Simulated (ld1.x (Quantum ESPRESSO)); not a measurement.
Pr, PAW: configuration errors across variants

```json
{
 "Element": "praseodymium",
 "Generator": "ld1.x (Quantum ESPRESSO) 7.5",
 "Type": "PAW",
 "Functional": "Wu–Cohen",
 "Relativity": "non-relativistic",
 "Frozen core": "[Kr] 4d10",
 "Valence charge": "13",
 "Reference configuration": "4f3 5s2 5p6 5d1 6s1 6p0",
 "Partial waves": "5s (bound): rcut 2.15, rcutus 2.85 bohr; 6s (bound): rcut 2.15, rcutus 2.85 bohr; 5p (bound): rcut 2.40, rcutus 3.05 bohr; 6p (bound, empty): rcut 2.40, rcutus 3.05 bohr; 5d (bound): rcut 2.60, rcutus 3.30 bohr; 5d channel at 0.2 Ry: rcut 2.60, rcutus 3.30 bohr; 4f (bound): rcut 1.05, rcutus 1.45 bohr; 4f channel at 0.85 Ry: rcut 1.05, rcutus 1.45 bohr",
 "Local potential": "all-electron potential smoothed inside 2.95 bohr (lloc = -2)",
 "Core correction": "Bessel-smoothed model core inside 0.95 bohr",
 "Augmentation charge": "PSQ, inside the norm-conserving radii"
}
```

All-electron excitation energies from the reference (eV): (1) 4f3 5s2 5p6 5d0 6s2 6p0 -0.954; (2) 4f3 5s2 5p6 5d0 6s1 6p0 4.478; (3) 4f3 5s2 5p6 5d0 6s0 6p0 14.424.

2 further variants failed, have other tests or another functional or relativity, and are left out.

Errors AE − PS in meV (a dash: test not solved or not reliable):

| change | (1) | (2) | (3) | bound ghosts |
| --- | --- | --- | --- | --- |
| base | +1.4 | +0.9 | +0.7 | none |
| waves 4f (bound): rcut 1.05, rcutus 2.10 bohr; 4f channel at 0.85 Ry: rcut 1.05, rcutus 2.10 bohr | +1.1 | +0.5 | 0.0 | none |
| waves 5p (bound): rcut 2.40, rcutus 2.62 bohr; 6p (bound): rcut 2.40, rcutus 2.62 bohr | +2.0 | +1.4 | +1.4 | none |
| local potential all-electron potential smoothed inside 3.08 bohr (lloc = -2) | +1.3 | +0.8 | +0.7 | none |

(1) Give the same row for: waves 5d (bound): rcut 2.60, rcutus 2.78 bohr; 5d channel at 0.2 Ry: rcut 2.60, rcutus 2.78 bohr.

Answers

(1) -0.3, -0.4, -0.7; bound ghosts: none.
